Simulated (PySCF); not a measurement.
Computed shifts of a molecule C₃H₆Cl₂Si, KT2/pcSseg-1 run with PySCF, GIAO, gas phase, atoms alike by connectivity averaged where their shifts nearly agree, in ppm (number of nuclei): ¹³C: 148.6 (1), 127.7 (1), 28.0 (1). ²⁹Si: 19.3 (1). ¹H: 6.51 (1), 6.05 (1), 5.99 (1), 2.29 (3). References: ¹³C against TMS (σ = 185.1 ppm); ²⁹Si against TMS (σ = 361.9 ppm); ³⁵Cl against HCl (σ = 945.4 ppm); ¹H against TMS (σ = 31.47 ppm), references at their B3LYP-D3(BJ)/def2-TZVP geometries, non-relativistic (without spin–orbit terms, shifts of atoms bonded to Cl or Br come out too high). Geometry: B3LYP-D3(BJ)/def2-SVP. One conformer was computed; it need not be the lowest.

**Question.** Identify the compound among the candidates.
A) C=CC[SiH](Cl)Cl
B) C/C=C/[SiH](Cl)Cl
C) [SiH3]CC=C(Cl)Cl
D) C[Si@H](Cl)/C=C\Cl

**Answer.** B, C/C=C/[SiH](Cl)Cl
